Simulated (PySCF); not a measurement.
**How methods differ on the excitation energy of Zr²⁺**

Zr²⁺ [Kr] 4d2 (3F) → Zr²⁺ [Kr] 4d1 5s1 (3D), as a difference of total energies. All numbers are calculated (PySCF 2.14, the non-relativistic Hamiltonian (point nucleus), in dyall-av2z (22s15p11d2f, 136 functions)). Correlated levels: valence: [Kr] frozen; virtual orbitals above 40 to 60 times the deepest correlated orbital energy dropped. The calculations carry no spin-orbit coupling.

```tsv
method	excitation energy (cm⁻¹)
UHF	24364
LDA	22651
PBE	24278
PBE0	25462
revPBE	25091
B3LYP	23825
r2SCAN0	26529
SCS-MP2 (valence)	24317
```

Question: Estimate what r2SCAN gives.

Answer: 26433 cm⁻¹, closest to r2SCAN0 among the rows shown.

Question: Estimate what MP2 (valence) gives.

Answer: 24224 cm⁻¹, closest to PBE among the rows shown.

A first-order spin-orbit estimate (lowest level to lowest level, LS coupling) adds 0.019 eV.
